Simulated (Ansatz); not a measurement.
Steps of a relaxation of C2H4BrGaO2 (`C[C](=O)[Ga]([OH])[Br]`) with RKS PBE0-D4/def2-TZVP.

```sh
$ ansatz run in.yaml --threads 4 --pin off --events-out ev --progress --plain --max-ram 10444MiB
```

```yaml
crystal:
  periodic: [false, false, false]
  atoms:
    - {symbol: C, position_ang: [0.268300, -1.495540, 0.457440]}
    - {symbol: C, position_ang: [-0.783890, -0.482060, 0.699840]}
    - {symbol: O, position_ang: [-1.769590, -0.576030, 1.358600]}
    - {symbol: Ga, position_ang: [-0.412290, 1.346940, -0.286020]}
    - {symbol: O, position_ang: [1.029000, 1.277840, -1.250750]}
    - {symbol: Br, position_ang: [-1.584140, 3.354060, -0.287990]}
    - {symbol: H, position_ang: [0.381680, -1.629580, -0.620540]}
    - {symbol: H, position_ang: [0.035820, -2.441400, 0.945390]}
    - {symbol: H, position_ang: [1.217720, -1.096430, 0.822250]}
    - {symbol: H, position_ang: [1.617390, 1.742190, -1.838220]}
basis:
  gaussian: {orbitals: def2-TZVP}
hamiltonian: {xc: pbe0, dispersion: d4}
relax: {f_tol: 0.005, max_steps: 150}
```

Positions (Å) and forces (eV/Å) along the path, 13 of 13 steps:

```xyz
10
step=1 energy=-128640.4195 eV
C     0.268   -1.496    0.457    0.026   -0.302    0.086
C    -0.784   -0.482    0.700   -0.028    1.401   -0.538
O    -1.770   -0.576    1.359   -0.174   -0.491    0.300
Ga   -0.412    1.347   -0.286   -0.678    0.168    0.406
O     1.029    1.278   -1.251    0.950   -0.741   -0.357
Br   -1.584    3.354   -0.288    0.119   -0.361    0.062
H     0.382   -1.630   -0.621    0.057   -0.016   -0.027
H     0.036   -2.441    0.945   -0.019   -0.077    0.048
H     1.218   -1.096    0.822    0.065   -0.014   -0.024
H     1.617    1.742   -1.838   -0.318    0.433    0.043
10
step=2 energy=-128640.5057 eV
C     0.257   -1.476    0.458    0.001   -0.279    0.123
C    -0.794   -0.448    0.697    0.098    0.645   -0.361
O    -1.778   -0.576    1.360   -0.059   -0.165    0.114
Ga   -0.383    1.326   -0.295   -0.413    0.197    0.213
O     1.069    1.255   -1.267    0.680   -0.691   -0.190
Br   -1.596    3.275   -0.247    0.011   -0.063    0.017
H     0.379   -1.614   -0.619    0.022   -0.015   -0.021
H     0.015   -2.421    0.947   -0.007   -0.010    0.012
H     1.212   -1.087    0.822    0.039   -0.010   -0.004
H     1.619    1.765   -1.856   -0.373    0.390    0.098
10
step=3 energy=-128640.5942 eV
C     0.243   -1.497    0.474    0.017    0.033   -0.091
C    -0.772   -0.393    0.644    0.188   -0.708    0.300
O    -1.753   -0.522    1.323   -0.066    0.205   -0.090
Ga   -0.345    1.322   -0.317    0.116    0.250   -0.234
O     1.127    1.246   -1.297    0.696    0.171   -0.549
Br   -1.619    3.194   -0.197   -0.094    0.218   -0.017
H     0.384   -1.701   -0.595   -0.048   -0.016    0.071
H    -0.053   -2.406    1.010   -0.003    0.202   -0.084
H     1.220   -1.143    0.825   -0.055   -0.012    0.030
H     1.567    1.901   -1.869   -0.751   -0.342    0.665
10
step=4 energy=-128640.6384 eV
C     0.243   -1.522    0.489   -0.016    0.071    0.100
C    -0.743   -0.392    0.655   -0.115   -0.712    0.121
O    -1.750   -0.506    1.304    0.209    0.224   -0.136
Ga   -0.311    1.305   -0.337    0.140    0.246   -0.122
O     1.159    1.266   -1.335    0.587    0.704   -0.712
Br   -1.588    3.180   -0.215   -0.074    0.169   -0.028
H     0.392   -1.737   -0.576   -0.063    0.027    0.074
H    -0.106   -2.413    1.024    0.073    0.134   -0.095
H     1.224   -1.205    0.866   -0.081   -0.034   -0.003
H     1.482    2.023   -1.875   -0.660   -0.828    0.801
10
step=5 energy=-128640.6697 eV
C     0.238   -1.553    0.502   -0.089   -0.017   -0.108
C    -0.748   -0.425    0.623    0.000   -0.130    0.465
O    -1.735   -0.487    1.307    0.145    0.051   -0.256
Ga   -0.288    1.296   -0.354   -0.068    0.052   -0.112
O     1.175    1.296   -1.365    0.464    0.895   -0.596
Br   -1.550    3.197   -0.253   -0.005    0.039    0.007
H     0.362   -1.807   -0.557    0.030   -0.026    0.051
H    -0.101   -2.423    1.072    0.033    0.077   -0.050
H     1.223   -1.222    0.855   -0.082    0.010   -0.021
H     1.424    2.127   -1.830   -0.428   -0.951    0.619
10
step=6 energy=-128640.6839 eV
C     0.243   -1.533    0.490   -0.037   -0.036   -0.040
C    -0.751   -0.418    0.630    0.015    0.010    0.182
O    -1.741   -0.488    1.303    0.000   -0.028   -0.060
Ga   -0.298    1.302   -0.357   -0.141   -0.045    0.061
O     1.185    1.240   -1.336    0.194    0.551   -0.332
Br   -1.560    3.209   -0.244    0.083   -0.029   -0.043
H     0.365   -1.775   -0.571    0.007   -0.022    0.023
H    -0.077   -2.412    1.054    0.025    0.042   -0.029
H     1.224   -1.186    0.833   -0.034   -0.015    0.002
H     1.411    2.061   -1.801   -0.112   -0.428    0.235
10
step=7 energy=-128640.6889 eV
C     0.236   -1.568    0.511    0.084    0.014    0.116
C    -0.707   -0.411    0.654    0.045   -0.056   -0.314
O    -1.724   -0.447    1.282   -0.175   -0.079    0.248
Ga   -0.273    1.293   -0.366    0.170    0.131   -0.044
O     1.193    1.324   -1.387   -0.058   -0.019    0.049
Br   -1.564    3.185   -0.258    0.051   -0.065   -0.020
H     0.375   -1.804   -0.548   -0.013    0.033   -0.015
H    -0.133   -2.442    1.050   -0.042    0.001    0.011
H     1.222   -1.284    0.894   -0.018    0.017   -0.030
H     1.374    2.154   -1.833   -0.044    0.023    0.000
10
step=8 energy=-128640.6955 eV
C     0.235   -1.565    0.507    0.009   -0.004    0.001
C    -0.731   -0.428    0.642   -0.012    0.023    0.017
O    -1.732   -0.477    1.300   -0.006   -0.007   -0.003
Ga   -0.274    1.287   -0.363    0.010    0.027    0.008
O     1.202    1.324   -1.360    0.022   -0.007   -0.042
Br   -1.528    3.199   -0.277   -0.003   -0.012   -0.005
H     0.362   -1.810   -0.552    0.004   -0.008    0.000
H    -0.112   -2.435    1.066    0.008    0.005   -0.004
H     1.219   -1.245    0.865   -0.013   -0.009   -0.006
H     1.359    2.149   -1.827   -0.019   -0.009    0.034
10
step=9 energy=-128640.6958 eV
C     0.235   -1.563    0.506    0.008   -0.007    0.005
C    -0.731   -0.426    0.645   -0.016    0.020    0.011
O    -1.732   -0.478    1.302    0.008    0.001   -0.011
Ga   -0.269    1.289   -0.360   -0.018   -0.007    0.001
O     1.194    1.314   -1.375    0.027    0.026   -0.010
Br   -1.530    3.197   -0.281    0.005   -0.001    0.003
H     0.363   -1.806   -0.553   -0.001   -0.003   -0.002
H    -0.112   -2.435    1.063    0.006    0.001   -0.002
H     1.219   -1.245    0.866   -0.004   -0.007   -0.001
H     1.363    2.153   -1.813   -0.015   -0.022    0.007
10
step=10 energy=-128640.6959 eV
C     0.235   -1.565    0.508    0.009   -0.006    0.005
C    -0.729   -0.426    0.645   -0.010    0.017   -0.002
O    -1.732   -0.476    1.300    0.000   -0.002    0.000
Ga   -0.268    1.288   -0.361    0.000    0.000    0.002
O     1.199    1.321   -1.373    0.008    0.008   -0.007
Br   -1.529    3.196   -0.281    0.001   -0.003    0.001
H     0.363   -1.809   -0.551    0.000   -0.002   -0.003
H    -0.114   -2.436    1.064    0.001   -0.001    0.001
H     1.219   -1.249    0.868   -0.002   -0.002   -0.002
H     1.357    2.157   -1.818   -0.007   -0.008    0.006
10
step=11 energy=-128640.6960 eV
C     0.234   -1.566    0.508    0.007   -0.005    0.003
C    -0.729   -0.426    0.645   -0.003    0.011   -0.004
O    -1.732   -0.474    1.300   -0.003   -0.002    0.001
Ga   -0.267    1.287   -0.362    0.004    0.000    0.000
O     1.201    1.324   -1.373    0.000   -0.002    0.000
Br   -1.529    3.195   -0.281   -0.001   -0.002    0.001
H     0.362   -1.811   -0.551   -0.001   -0.001   -0.003
H    -0.115   -2.437    1.065   -0.001   -0.001    0.001
H     1.219   -1.251    0.868   -0.001    0.000   -0.001
H     1.355    2.160   -1.819   -0.002    0.001    0.001
10
step=12 energy=-128640.6960 eV
C     0.234   -1.566    0.509    0.005   -0.003    0.001
C    -0.729   -0.426    0.643   -0.003   -0.009    0.001
O    -1.733   -0.474    1.296    0.000    0.006   -0.002
Ga   -0.264    1.287   -0.362   -0.009    0.006    0.006
O     1.202    1.325   -1.374    0.008    0.000   -0.007
Br   -1.529    3.192   -0.278    0.001   -0.001   -0.001
H     0.359   -1.815   -0.550   -0.001    0.001    0.000
H    -0.115   -2.435    1.069   -0.001    0.002    0.000
H     1.220   -1.251    0.866    0.001   -0.001   -0.001
H     1.355    2.162   -1.820   -0.001   -0.001    0.002
10
step=13 energy=-128640.6960 eV
C     0.234   -1.567    0.509   -0.001    0.000    0.001
C    -0.728   -0.426    0.643   -0.001    0.002    0.002
O    -1.733   -0.474    1.294    0.002   -0.001   -0.001
Ga   -0.264    1.287   -0.362    0.000    0.000    0.000
O     1.203    1.326   -1.374    0.000    0.001    0.000
Br   -1.530    3.192   -0.279    0.000    0.000    0.000
H     0.356   -1.817   -0.549    0.001   -0.002   -0.002
H    -0.114   -2.434    1.072    0.001   -0.001    0.001
H     1.221   -1.251    0.863   -0.002    0.001   -0.001
H     1.355    2.164   -1.819    0.000    0.000    0.000
```

It took 98 s on 4 threads of an Arm Neoverse V1 on a shared host, with 0.91 GiB of host memory at the peak.
